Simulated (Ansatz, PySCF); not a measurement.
Process, species as SMILES: ClCCl [dichloromethane] + 2 [H][H] (H2) -> C (CH4) + 2 Cl (HCl)
Geometries: B3LYP-D3(BJ)/def2-TZVP minima from Ansatz (a program for electronic structure).

Quantity: energy of full hydrogenation (electronic energy difference), in eV. Cores are frozen in the correlated levels unless marked. Spin-orbit coupling is left out. Non-relativistic. Basis-set limits of correlation are two-point, X^-3; Hartree-Fock from the larger set. The bracket is a focal-point correction in the basis named.

```csv
level,program,energy of full hydrogenation (eV)
SVWN5/def2-TZVPD,Ansatz,-1.85
PBE-D3(BJ)/def2-TZVPD,Ansatz + dftd3,-1.78
revPBE/def2-TZVPD,Ansatz,-1.85
TPSS-D3(BJ)/def2-TZVPD,PySCF + dftd3,…
r2SCAN-D4/def2-TZVPD,Ansatz + dftd4,-1.85
B3LYP/def2-TZVPD,Ansatz,…
PBE0/def2-TZVPD,Ansatz,-1.96
r2SCANh/def2-TZVPD,Ansatz,-1.91
MN15/def2-TZVPD,PySCF,-1.84
CAM-B3LYP/def2-TZVPD,Ansatz,…
LC-wPBE-D3(BJ)/def2-TZVPD,Ansatz + dftd3,…
RPA@PBE/cc-pV(T+d)Z,Ansatz,-1.93
CCSD/aug-cc-pV(T+d)Z,Ansatz,-2.06
"RI-MP2/CBS(aug-cc-pV(T+d)Z,aug-cc-pV(Q+d)Z)+[CCSD(T)-MP2]/aug-cc-pV(T+d)Z",Ansatz,-1.93
```

### Question
Complete the blanks.

### Answer

- TPSS-D3(BJ)/def2-TZVPD, energy of full hydrogenation (eV): -1.61
- B3LYP/def2-TZVPD, energy of full hydrogenation (eV): -1.98
- CAM-B3LYP/def2-TZVPD, energy of full hydrogenation (eV): -2.04
- LC-wPBE-D3(BJ)/def2-TZVPD, energy of full hydrogenation (eV): -1.99
